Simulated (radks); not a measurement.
Problem. Xe46+, configuration [He] 2s2 2p4 (the NIST ground configuration). Method: scalar-relativistic Kohn-Sham, OLYP, spin-polarised, spherical densities, finite nucleus; open shells are filled with parallel spins first (spin-orbit coupling, left out, can overturn this in heavy ions); Fermi nuclear charge, rms radius 4.7859 fm; computed with a radial shooting solver on a logarithmic mesh with Libxc functionals. Some entries of the table are withheld. Estimate them.

orbital  occ.  eigenvalue (eV)  <1/r> (bohr^-1)
1s up       1        -38050.94            58.16
1s down     1        -38028.26            58.21
2s up       1        -8639.999              (1)
2s down     1        -8601.317              (2)
2p up       3        -8166.024            13.16
2p down     1        -8116.393            13.13

Solution. 
(1) 2s up <1/r> (bohr^-1): 13.83
(2) 2s down <1/r> (bohr^-1): 13.79
